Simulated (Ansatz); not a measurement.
Species: HSeO, charge 0, doublet. HSeO (SMILES O[Se], doublet).
B3LYP-D3(BJ)/def2-TZVP minimum from Ansatz (a quantum-chemistry and plane-wave program):
```
O
H 1 0.9669
Se 1 1.7923 2 107.79
```
Charge 0, spin multiplicity 2.

Hartree-Fock and CCSD(T) correlation energies in hartree (Ansatz). Open shells are spin-unrestricted; no spin-orbit coupling. Correlated methods leave the cores frozen (noble-gas shells, and filled d and f shells in the p block). No relativity.

| basis | X | E(HF) | E(corr, CCSD(T)) |
|---|---|---|---|
| cc-pVTZ | 3 | -2475.32874 | -0.40779 |
| cc-pVQZ | 4 | -2475.33943 | -0.43861 |
| cc-pV5Z | 5 | -2475.34169 | withheld |

Task: Fit E(corr) = E∞ + A/X³ to X = 3 and 4, predict X = 5, and compare with the run.

Result: A = (-0.40779 - (-0.43861))/(1/27 - 1/64) = 1.4394; E∞ = -0.43861 - A/64 = -0.46110; at X = 5, E∞ + A/125 = -0.44959. The run gave -0.44963, 0.04 mEh below the prediction. The same form on X = 4 and 5 gives E∞ = -0.46119, 0.09 mEh below the first estimate.
